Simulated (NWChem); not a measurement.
# Atomisation of BO

SMILES: [B]=O
```xyz
2

B      0.0000     0.0000     0.7405
O      0.0000     0.0000    -0.4628
```
Charge 0, spin multiplicity 2.

The numbers come from NWChem runs, not from measurements. Structure: optimised with UB3LYP/def2-SVP, a minimum by its harmonic frequencies.

Basis set: def2-TZVP. The atomisation energy is electronic alone: no zero-point, thermal, spin-orbit or counterpoise terms. No value is extrapolated to the basis-set limit. Free atoms are single determinants with multiplicities B 2, O 3. Correlated methods freeze the same cores in atoms and molecule, 2 orbitals in all.

```json
[
 {"method": "B3LYP", "atomisation energy (kcal/mol)": "194.3"},
 {"method": "PBE", "atomisation energy (kcal/mol)": "206.9"},
 {"method": "LDA (SVWN5)", "atomisation energy (kcal/mol)": "232.8"},
 {"method": "PBE0", "atomisation energy (kcal/mol)": "195.0"},
 {"method": "TPSS", "atomisation energy (kcal/mol)": "193.3"},
 {"method": "M06-2X", "atomisation energy (kcal/mol)": "198.5"},
 {"method": "HF", "atomisation energy (kcal/mol)": "133.5"},
 {"method": "MP2", "atomisation energy (kcal/mol)": "203.3"},
 {"method": "CAM-B3LYP", "atomisation energy (kcal/mol)": "195.1"},
 {"method": "CCSD(T)", "atomisation energy (kcal/mol)": "187.3"}
]
```

The values span 99.3 kcal/mol, from HF (lowest) to LDA (SVWN5) (highest). 

B3LYP has NWChem's definition, with VWN1-RPA local correlation. The structure started from a generated list of species. The unpaired electrons of the parent sit in orbitals of symmetry a1 (C2v labels of the run); other states weren't searched. The stability of the SCF solutions was not checked. Open-shell Hartree-Fock references start from PBE0 orbitals. Coupled-cluster values serve here as a point of comparison, not as the truth.
